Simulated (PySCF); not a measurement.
How methods differ on the excitation energy of B

B [He] 2s2 2p1 (2P) → B [He] 2s1 2p2 (4P), as a difference of total energies. Calculation: PySCF 2.14, in def2-QZVPPD (8s4p4d2f1g, 63 functions); no relativity, point nucleus. Correlated levels: valence: 1s2 frozen; valence and next inner shell: nothing frozen. The calculations carry no spin-orbit coupling.

```csv
method,excitation energy (eV)
UHF,2.189
LDA,3.285
PBE,3.274
PBE0,3.220
r2SCAN,2.939
M06,3.528
TPSSh,3.522
wB97X,3.278
HSE06,3.218
MP2 (valence),3.136
SCS-MP2 (valence),3.526
MP2 (valence and next inner shell),3.129
SCS-MP2 (valence and next inner shell),3.522
```

Question: How much does correlation contribute at MP2 (valence and next inner shell)?

Answer: 3.129 − (2.189) = 0.940 eV, measured against UHF.
